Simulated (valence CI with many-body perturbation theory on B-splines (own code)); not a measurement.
## Level structure of Zn24+

Level of theory: relativistic CI+MBPT: four valence electrons over a frozen Dirac-Fock core [He], radial functions for each j: 11 s, 11 p, 10 d, 8 f, 5 g, 2 h, with the one-electron correlation potential Σ1 (screened to all orders), the two-electron term Σ2, the three-electron term Σ3, Breit, model QED; selected single and double excitations, second order for the rest, scaled by the run's own slope (own B-spline code, finite nucleus).

No measured levels were compared; by estimate levels of excited configurations hold to 0.05 to 0.15 % of their energy, terms of the ground configuration to about 0.5 %. Among the levels kept, up to 1000 cm⁻¹ of a level comes from second order outside the variational space, and about a tenth of that is noise between levels of different J, which matters for small intervals.

Levels 91 to 135 of 199, with energies above the lowest level, 2s²2p² ³P_0. "Leading %" is the weight of the configuration and term that name the level; weights of strongly mixed levels are sums over their largest components and can fall short. Lifetimes count E1, E2, E3, M1 and M2 decay at the calculated energies, and are blank where another channel may lead or the interval is too uncertain; long ones can be off by a factor of two.

```
No.  Configuration  Term  J  E (× 10³ cm⁻¹)  Leading %  Second component  Lifetime
 91        2s2p²3d    ³P  1           11975         61   19 % 2s2p²3d ³D   49.8 fs
 92        2s2p²3d    ⁵P  2           11985         66   22 % 2s2p²3d ⁵D   24.1 fs
 93        2s2p²3d    ³F  3           11985         47   32 % 2s2p²3d ⁵D   43.5 fs
 94        2s2p²3p   ¹D°  2           11992         36  27 % 2s2p²3p ³F°    147 fs
 95        2s2p²3d    ⁵P  1           11994         81    8 % 2s2p²3d ⁵D   20.2 fs
 96        2s2p²3p   ³P°  0           11997         61  35 % 2s2p²3p ¹S°    234 fs
 97        2s2p²3p   ³D°  2           12019         67  18 % 2s2p²3p ³P°    304 fs
 98        2s2p²3s    ³S  1           12025         58   32 % 2s2p²3s ³P    164 fs
 99        2s2p²3p   ³P°  1           12031         33  29 % 2s2p²3p ³D°    202 fs
100        2s2p²3p   ¹F°  3           12031         78  15 % 2s2p²3p ³D°   73.7 fs
101        2s2p²3p   ³F°  4           12037         88  12 % 2s2p²3p ⁵D°   53.6 ps
102        2s2p²3d    ³P  0           12039         87    6 % 2s2p²3d ⁵D   47.5 fs
103        2s2p²3s    ³P  2           12044         84    6 % 2s2p²3s ¹D    193 fs
104        2s2p²3p   ³P°  1           12047         46  28 % 2s2p²3p ³D°    350 fs
105        2s2p²3p   ³P°  0           12049         97                     1.37 ps
106        2s2p²3p   ³D°  3           12049         91   7 % 2s2p²3p ⁵P°   1.49 ps
107        2s2p²3s    ¹P  1           12059         70   15 % 2s2p²3s ³P    108 fs
108        2s2p²3d    ³F  4           12062         73   12 % 2s2p²3d ⁵D   43.7 fs
109        2s2p²3d    ³D  2           12075         61   11 % 2s2p²3d ³P   46.0 fs
110        2s2p²3d    ³D  1           12078         69   19 % 2s2p²3d ³P   41.0 fs
111        2s2p²3d    ³D  3           12082         79   10 % 2s2p²3d ¹F   33.9 fs
112        2s2p²3s    ¹S  0           12082         73   23 % 2s2p²3s ³P    300 fs
113        2s2p²3p   ¹P°  1           12085         43  25 % 2s2p²3p ³D°    117 fs
114        2s2p²3p   ³D°  2           12099         41  32 % 2s2p²3p ³P°    410 fs
115        2s2p²3p   ³P°  1           12120         63  17 % 2s2p²3p ¹P°    193 fs
116        2s2p²3p   ³P°  2           12120         61  19 % 2s2p²3p ¹D°    146 fs
117        2s2p²3d    ³G  3           12198         78   15 % 2s2p²3d ¹F   1.33 ps
118        2s2p²3d    ³G  4           12227         74   18 % 2s2p²3d ³F    245 fs
119        2s2p²3d    ³F  2           12229         78   11 % 2s2p²3d ¹D   31.4 fs
120        2s2p²3d    ³F  3           12244         50   27 % 2s2p²3d ¹F   34.9 fs
121        2s2p²3d    ³D  1           12252         85    6 % 2s2p²3d ¹P   24.2 fs
122        2s2p²3p   ¹S°  0           12264         49  48 % 2s2p²3p ³P°   2.58 ps
123        2s2p²3d    ³D  2           12267         74   12 % 2s2p²3d ³P   25.1 fs
124        2s2p²3d    ³G  5           12277         89   11 % 2s2p²3d ⁵F    146 ps
125        2s2p²3d    ³F  4           12280         70   18 % 2s2p²3d ¹G   40.4 fs
126        2s2p²3p   ³D°  1           12287         32  28 % 2s2p²3p ³P°    153 fs
127        2s2p²3d    ³P  1           12289         34   30 % 2s2p²3d ¹P   45.5 fs
128        2s2p²3d    ³P  0           12292         93    5 % 2s2p²3d ¹S   28.0 fs
129        2s2p²3p   ³S°  1           12295         46  26 % 2s2p²3p ³P°    122 fs
130        2s2p²3d    ³D  3           12296         62   19 % 2s2p²3d ³F   24.6 fs
131        2s2p²3p   ³D°  2           12302         45  31 % 2s2p²3p ³P°    403 fs
132        2s2p²3p   ³D°  3           12308         85   5 % 2s2p²3p ³F°    233 fs
133        2s2p²3p   ³P°  2           12313         73    10 % 2p³3s ⁵S°    411 fs
134        2s2p²3d    ³P  2           12314         33   19 % 2s2p²3d ¹D   25.4 fs
135        2s2p²3d    ³D  1           12316         40   35 % 2s2p²3d ³P   54.5 fs
```

Names give the largest LS component (configuration and term), which can be under half, so a name can repeat, a term be missing and a line seem to break the LS rules; names also repeat where a configuration has a term twice.
